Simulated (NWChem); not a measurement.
All runs are NWChem calculations. System: CH2ClNOSi, charge 0, spin multiplicity 1, at a geometry optimised with B3LYP/def2-SVP. The structure started from a generated list of species. Level: RHF/def2-TZVP.

Job file:

```
start mol
memory heap 200 mb stack 800 mb global 1000 mb
geometry units angstroms nocenter noautoz noautosym
  N      2.902588     0.115137    -0.276773
  C      1.893295    -0.274231     0.149519
  O      0.797433    -0.718517     0.655735
  Si    -0.766344    -0.747658    -0.034162
  Cl    -1.477330     1.172419    -0.193793
  H     -1.551460    -1.520216     0.944674
  H     -0.662476    -1.356132    -1.377524
end
basis spherical
  * library def2-tzvp
end
scf
  rhf
  nopen 0
  maxiter 100
  thresh 1e-7
  semidirect memsize 60000000 filesize 0
end
task scf energy
```

Output (cleaned and shortened):

```
             Northwest Computational Chemistry Package (NWChem) 7.3.0
             --------------------------------------------------------

                                NWChem Input Module
                                -------------------

 Scaling coordinates for geometry "geometry" by  1.889725989
 (inverse scale =  0.529177249)

                             Geometry "geometry" -> ""
                             -------------------------

 Output coordinates in angstroms (scale by  1.889725989 to convert to a.u.)

  No.       Tag          Charge          X              Y              Z
 ---- ---------------- ---------- -------------- -------------- --------------
    1 N                    7.0000     2.90258800     0.11513700    -0.27677300
    2 C                    6.0000     1.89329500    -0.27423100     0.14951900
    3 O                    8.0000     0.79743300    -0.71851700     0.65573500
    4 Si                  14.0000    -0.76634400    -0.74765800    -0.03416200
    5 Cl                  17.0000    -1.47733000     1.17241900    -0.19379300
    6 H                    1.0000    -1.55146000    -1.52021600     0.94467400
    7 H                    1.0000    -0.66247600    -1.35613200    -1.37752400

 Effective nuclear repulsion energy (a.u.)     252.3991395786

            Nuclear Dipole moment (a.u.)
            ----------------------------
        X                 Y               Z
 ---------------- ---------------- ----------------
    -0.0000226767     0.0000000000    -0.0000302356


 Summary of "ao basis" -> "" (spherical)
 ------------------------------------------------------------------------------
       Tag                 Description            Shells   Functions and Types
 ---------------- ------------------------------  ------  ---------------------
 *                         def2-tzvp                  on all atoms

 Summary of "ao basis" -> "ao basis" (spherical)
 ------------------------------------------------------------------------------
       Tag                 Description            Shells   Functions and Types
 ---------------- ------------------------------  ------  ---------------------
 N                         def2-tzvp                11       31   5s3p2d1f
 C                         def2-tzvp                11       31   5s3p2d1f
 O                         def2-tzvp                11       31   5s3p2d1f
 Si                        def2-tzvp                13       37   5s5p2d1f
 Cl                        def2-tzvp                13       37   5s5p2d1f
 H                         def2-tzvp                 4        6   3s1p

                                 NWChem SCF Module
                                 -----------------

  ao basis        = "ao basis"
  functions       =   179
  atoms           =     7
  closed shells   =    27
  open shells     =     0
  charge          =   0.00
  wavefunction    = RHF
  use symmetry    = F
  symmetry adapt  = F

 Summary of "ao basis" -> "ao basis" (spherical)
 ------------------------------------------------------------------------------
       Tag                 Description            Shells   Functions and Types
 ---------------- ------------------------------  ------  ---------------------
 N                         def2-tzvp                11       31   5s3p2d1f
 C                         def2-tzvp                11       31   5s3p2d1f
 O                         def2-tzvp                11       31   5s3p2d1f
 Si                        def2-tzvp                13       37   5s5p2d1f
[...]
    7   -8.0579
    8   -8.0570
    9   -8.0569
   10   -6.2320
   11   -4.3395
   12   -4.3387
   13   -4.3380
   14   -1.4802
   15   -1.2152
   16   -1.1318
   17   -0.8848
   18   -0.7264
   19   -0.6829
   20   -0.6713
   21   -0.5691
   22   -0.5607
   23   -0.5585
   24   -0.5051
   25   -0.4875
   26   -0.4556
   27   -0.4495
   28    0.0861
   29    0.1075
   30    0.1457
   31    0.1713
   32    0.1810
   33    0.2145
   34    0.2287
   35    0.2349
   36    0.2627
   37    0.2912

                       ROHF Final Molecular Orbital Analysis
                       -------------------------------------

 Vector   25  Occ=2.000000D+00  E=-4.874603D-01
              MO Center= -1.3D+00,  4.5D-01, -1.8D-01, r^2= 3.0D+00
   Bfn.  Coefficient  Atom+Function         Bfn.  Coefficient  Atom+Function
  ----- ------------  ---------------      ----- ------------  ---------------
   147      0.434437  5 Cl pz               150      0.280395  5 Cl pz
   144      0.199238  5 Cl pz               145     -0.183002  5 Cl px
   138     -0.157448  5 Cl pz

 Vector   26  Occ=2.000000D+00  E=-4.556429D-01
              MO Center=  2.1D+00, -1.3D-01, -2.4D-02, r^2= 2.1D+00
   Bfn.  Coefficient  Atom+Function         Bfn.  Coefficient  Atom+Function
  ----- ------------  ---------------      ----- ------------  ---------------
     8      0.254942  1 N  pz                11      0.226779  1 N  pz
    39      0.206441  2 C  pz                42      0.192303  2 C  pz
    70     -0.167142  3 O  pz                73     -0.158734  3 O  pz

 Vector   27  Occ=2.000000D+00  E=-4.495301D-01
              MO Center=  2.2D+00, -1.3D-01, -1.5D-02, r^2= 2.0D+00
   Bfn.  Coefficient  Atom+Function         Bfn.  Coefficient  Atom+Function
  ----- ------------  ---------------      ----- ------------  ---------------
     7      0.278963  1 N  py                10      0.248819  1 N  py
    38      0.203735  2 C  py                41      0.193436  2 C  py
    69     -0.189860  3 O  py                72     -0.179850  3 O  py

 Vector   28  Occ=0.000000D+00  E= 8.609968D-02
              MO Center= -8.9D-01, -9.2D-01, -1.8D-01, r^2= 5.7D+00
   Bfn.  Coefficient  Atom+Function         Bfn.  Coefficient  Atom+Function
  ----- ------------  ---------------      ----- ------------  ---------------
   111      1.573314  4 Si px                 5     -1.248317  1 N  s
    43      1.018934  2 C  px                98      0.553035  4 Si s
    67     -0.497364  3 O  s                 74      0.458629  3 O  px
   113      0.456132  4 Si pz               170      0.392432  6 H  s
   108      0.329826  4 Si px               148     -0.292367  5 Cl px

 Vector   29  Occ=0.000000D+00  E= 1.074687D-01
              MO Center= -8.1D-01, -7.7D-01, -7.5D-02, r^2= 5.7D+00
   Bfn.  Coefficient  Atom+Function         Bfn.  Coefficient  Atom+Function
  ----- ------------  ---------------      ----- ------------  ---------------
   112      1.436096  4 Si py               135     -0.887990  5 Cl s
     5     -0.437807  1 N  s                176      0.410606  7 H  s
   149      0.401487  5 Cl py               170      0.339929  6 H  s
    36      0.332199  2 C  s                 43      0.263788  2 C  px
    75     -0.229768  3 O  py               148     -0.215166  5 Cl px

 Vector   30  Occ=0.000000D+00  E= 1.457361D-01
              MO Center= -1.0D+00, -1.1D+00, -1.9D-01, r^2= 5.9D+00
   Bfn.  Coefficient  Atom+Function         Bfn.  Coefficient  Atom+Function
  ----- ------------  ---------------      ----- ------------  ---------------
    98      2.374712  4 Si s                176     -1.634226  7 H  s
   170     -1.212029  6 H  s                 43      0.536524  2 C  px
    36     -0.489203  2 C  s                 97      0.477074  4 Si s
   111      0.414695  4 Si px               112     -0.404277  4 Si py
   149      0.290496  5 Cl py                74      0.287800  3 O  px

------------------------------------------------------------
EAF file 0: "./mol.aoints.0" size=524288 bytes
------------------------------------------------------------
               write      read    awrite     aread      wait
               -----      ----    ------     -----      ----
     calls:        1        23         0         0         0
   data(b): 5.24e+05  1.21e+07  0.00e+00  0.00e+00
   time(s): 0.00e+00  0.00e+00  0.00e+00  0.00e+00  0.00e+00
rate(mb/s): 0.00e+00  0.00e+00
------------------------------------------------------------

 center of mass
 --------------
 x =   0.01391876 y =   0.07086508 z =   0.00420978

 moments of inertia (a.u.)
 ------------------
         319.465996085747         185.696654706711         -38.196424733546
         185.696654706711         996.863462563357          54.560562639206
         -38.196424733546          54.560562639206        1227.939967296561

  Mulliken analysis of the total density
  --------------------------------------

    Atom       Charge   Shell Charges
 -----------   ------   -------------------------------------------------------
    1 N    7     7.26   0.82  1.15  0.59  0.88  0.28  1.36  1.46  0.65  0.01  0.05  0.00
    2 C    6     5.69   0.86  1.12  0.54  0.35  0.02  1.21  1.13  0.25  0.05  0.13  0.03
    3 O    8     8.46   0.79  1.18  0.54  0.98  0.28  1.88  2.13  0.65  0.00  0.02  0.00
    4 Si  14    13.33   2.00  0.58  1.39  0.81  0.27  4.12  1.73  0.50  1.17  0.17  0.21  0.29  0.08
    5 Cl  17    17.27   2.01  0.45  1.52  1.08  0.86  4.18  1.69  1.07  2.90  1.46  0.01  0.03  0.00
    6 H    1     1.01   0.24  0.55  0.20  0.01
    7 H    1     1.00   0.24  0.55  0.20  0.01

       Multipole analysis of the density wrt the origin
       ------------------------------------------------

     L   x y z        total         open         nuclear
     -   - - -        -----         ----         -------
     0   0 0 0     -0.000000      0.000000     54.000000

     1   1 0 0     -1.716016      0.000000     -0.000023
     1   0 1 0     -0.829772      0.000000      0.000000
     1   0 0 1      0.157413      0.000000     -0.000030

     2   2 0 0    -41.479659      0.000000    477.594654
     2   1 1 0      0.242350      0.000000    -84.012820
     2   1 0 1      1.559976      0.000000     17.636556
     2   0 2 0    -30.734918      0.000000    142.906201
     2   0 1 1      0.521440      0.000000    -26.109028
     2   0 0 2    -31.991915      0.000000     26.979509

 Task  times  cpu:       85.3s     wall:       85.3s

 Total times  cpu:       85.3s     wall:       85.3s
```
